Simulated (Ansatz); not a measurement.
Ideal-gas functions of BrGaH₂O, SMILES `[OH][GaH][Br]` at 500 K and 1 bar, from an Ansatz frequency run at PBE0-D4/def2-TZVP.

Molar mass 167.64 g/mol, point group Cs (symmetry number 1), electronic degeneracy 1, moments of inertia 34.562, 266.38, 300.942 u Å². Harmonic wavenumbers (cm⁻¹, unscaled): 150, 302, 378, 494, 578, 715, 857, 2072, 3893.

Use S(trans) = R[1.5 ln M + 2.5 ln T − 1.1517]; rotational temperatures θ = 24.2544 K / I; S(rot) = R[ln(√π/σ · √(T³/θAθBθC)) + 1.5]; for each mode x = 1.438777 ν̃/T, S = R[x/(eˣ − 1) − ln(1 − e⁻ˣ)] and H = RT x/(eˣ − 1); 1 cm⁻¹ = 0.0119627 kJ/mol; R = 8.31446 J/(mol·K).

Problem. By hand: the entropy, in J/(mol·K).

Solution. Translation 183.5. Rotation: θ = 0.7018, 0.0911, 0.0806 K, giving 116.6. Vibration, mode by mode: 15.36, 9.74, 8.01, 6.06, 4.98, 3.64, 2.64, 0.15, 0.00, in all 50.6. Electronic 0.0. Sum 350.7 J/(mol·K).

Problem. By hand: H − E and G − E in kJ/mol, counted from the electronic energy.

Solution. Zero-point energy ½ × 9439 × 0.0119627 = 56.5; thermal vibration 14.0; translation, rotation and pV give 4 RT = 16.6. H − E = 87.1 kJ/mol, and G − E = 87.1 − 500 × 350.7/1000 = -88.2 kJ/mol.

Vibration gives 14 % of the entropy. The sum counts one conformer and one mirror image; others add a mixing term.
